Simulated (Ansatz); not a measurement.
Geometry optimisation, RKS BHLYP-D4/def2-SVP (Ansatz 0.2.0).

input.yaml

```yaml
crystal:
  periodic: [false, false, false]
  atoms:
    - { symbol: F, position_ang: [-0.994, 0.8377, -1.1954] }
    - { symbol: C, position_ang: [0.1258, 1.002, -0.4864] }
    - { symbol: B, position_ang: [0.6792, -0.435, -0.1765] }
    - { symbol: P, position_ang: [-0.2192, -1.6716, 0.9143] }
    - { symbol: H, position_ang: [0.8707, 1.5715, -1.0993] }
    - { symbol: H, position_ang: [-0.0743, 1.5601, 0.461] }
    - { symbol: H, position_ang: [1.8107, -0.7376, -0.5519] }
    - { symbol: H, position_ang: [-1.4808, -1.4988, 0.1503] }
    - { symbol: H, position_ang: [-0.6296, -0.6748, 1.9668] }
basis:
  gaussian: { orbitals: def2-SVP }
hamiltonian:
  xc: { name: BHLYP }
  dispersion: d4
relax:
  f_tol: 0.02
  max_steps: 40
```

Command:

```bash
$ ansatz run input.yaml --threads 1 --pin off --max-ram 2048MiB --backend cpu --events-out ev --progress --plain --runs-dir out
```

Where does it end, and by what steps?

The run converged. After 16 steps the energy has fallen by 0.932 eV; H9 moved furthest, 1.45 Å.

```
step  energy less start (eV)  largest force component (eV/Å)  accepted
   0                  0.0000                           2.132       yes
   1                 -0.2218                           1.312       yes
   2                 -0.3224                           0.320       yes
   3                 -0.3785                           0.675       yes
   4                 -0.4390                           1.353       yes
   5                 -0.5440                           0.623       yes
   6                 -0.6159                           0.369       yes
   7                 -0.6688                           0.807       yes
   8                 -0.7197                           0.969       yes
   9                 -0.7799                           0.843       yes
  10                 -0.8687                           0.461       yes
  11                 -0.9057                           0.324       yes
  12                 -0.9229                           0.250       yes
  13                 -0.9267                           0.300       yes
  14                 -0.9318                           0.042       yes
  15                 -0.9321                           0.032       yes
  16                 -0.9322                           0.010       yes
```

```xyz
9
Properties=species:S:1:pos:R:3
F -1.159 1.030 -1.060
C 0.168 1.040 -0.701
B 0.614 -0.189 0.149
P -0.512 -1.664 0.434
H 0.779 1.099 -1.613
H 0.376 1.964 -0.142
H 1.757 -0.238 0.504
H -1.759 -1.051 0.663
H -0.176 -2.038 1.750
```

The run took 37 s on 1 thread of Intel(R) Xeon(R) 6975P-C (Granite Rapids), with other jobs on the host, peak memory 0.18 GiB.
